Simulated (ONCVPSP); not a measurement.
What the settings do to the ONCV potential of Ru

Base potential:

ruthenium (Ru), optimised norm-conserving Vanderbilt (ONCV), made with ONCVPSP 4.0.1 (PBE, scalar-relativistic). Core [Ar] 3d10, reference 4s2 4p6 4d5 (charge +3). Waves: 4s: rc 1.15 bohr, ncon 4, nbas 7, qcut 4.8 1/bohr, 2 projectors, debl 1.7 Ha; 4p: rc 1.35 bohr, ncon 3, nbas 6, qcut 8.3 1/bohr, 2 projectors, debl 1.1 Ha; 4d: rc 1.40 bohr, ncon 4, nbas 7, qcut 6.7 1/bohr, 1 projector. Local part: polynomial inside 0.90 bohr (lpopt 5, dvloc0 -1 Ha). Core correction: none.

In the s channel the program set the typed energies aside and used -4.082, 0.250 Ha. In the p channel the program set the typed energies aside and used -2.967, 0.250 Ha.

Cutoffs, loose and tight: the cutoffs (Ha) at which the residual kinetic energy of the hardest occupied pseudo-wave falls to 1 and 0.1 mHa per electron. They do not see the model core or the augmentation charge, which bear on the density cutoff. Test errors are all-electron minus pseudo excitation energies from the reference, over the configurations 4s2 4p6 4d7 5s1; 4s2 4p6 4d7; 4s2 4p6 4d6; 4s2 4p6 4d6 5s1. A dash means not determined; rows that change the core or the reference have their own tests.

| change | outcome | cutoff, loose | cutoff, tight | bound ghosts | GHOST(+) flags above zero | largest test error (meV) |
| --- | --- | --- | --- | --- | --- | --- |
| base | generated, projector energies reset by the program | 92 Ha | 121 Ha | none | s | +12 |
| p: ncon 4, nbas 7 | generated, projector energies reset by the program | 92 Ha | 121 Ha | none | s | +12 |
| s: qcut 3.3; p: qcut 5.8; d: qcut 4.7 | generated, projector energies reset by the program | 94 Ha | 129 Ha | none | s | +9.5 |
| p: nproj 1 | generated, projector energies reset by the program | 92 Ha | 121 Ha | none | s | +15 |
| local potential polynomial inside 0.90 bohr (lpopt 5, dvloc0 -1.5 Ha) | generated, projector energies reset by the program | 92 Ha | 121 Ha | none | s | +12 |
| s: rc 1.26 | generated, projector energies reset by the program | 76 Ha | 94 Ha | none | s | +12 |
| core correction polynomial model core, fcfact 0.65 | generated, projector energies reset by the program | 92 Ha | 121 Ha | none | s | +13 |
| p: rc 1.68 | generated, projector energies reset by the program | 92 Ha | 121 Ha | none | s | +13 |

Problem. What comes out with this change to the base: s: qcut 4.3?

Solution. outcome: generated, projector energies reset by the program; cutoff, loose: 93 Ha; cutoff, tight: 127 Ha; bound ghosts: none; GHOST(+) flags above zero: s; largest test error (meV): +12.

Problem. What comes out with this change to the base: s: qcut 6.1?

Solution. outcome: generated, projector energies reset by the program; cutoff, loose: 84 Ha; cutoff, tight: 100 Ha; bound ghosts: none; GHOST(+) flags above zero: s; largest test error (meV): +12.
